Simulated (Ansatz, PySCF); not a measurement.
Process, species as SMILES: C=N (CH3N) -> [CH-]=N + H+
Geometries: B3LYP-D3(BJ)/def2-TZVP minima from Ansatz (an electronic-structure program).
Geometry of the first species:
```
C
N 1 1.2631
H 2 1.0217 1 111.31
H 1 1.0903 2 118.89 3 -180.00
H 1 1.0949 4 116.21 2 -180.00
```

Quantity: gas-phase deprotonation energy (electronic energy difference), in kJ/mol. Cores are frozen in the correlated levels unless marked. No spin-orbit coupling. Non-relativistic. Anions need diffuse functions: aug- sets have them; def2-D sets add few; the other sets have none. CBS(X,Y): correlation extrapolated as X^-3; Hartree-Fock from the larger set.

CCSD(T)/CBS(def2-TZVPPD,def2-QZVPPD) (Ansatz) gives 1729.9 kJ/mol.

Problem. Another calculation gave 1730.2 kJ/mol. Which level was it?
(A) HF/def2-TZVPD (PySCF)
(B) BHLYP/def2-TZVPD (Ansatz)
(C) wB97M-V/def2-TZVPD (Ansatz)
(D) r2SCAN/def2-TZVPD (Ansatz)

Solution. D, r2SCAN/def2-TZVPD (Ansatz). The others give 1714.2 (wB97M-V), 1743.6 (BHLYP), 1756.6 (HF) kJ/mol.
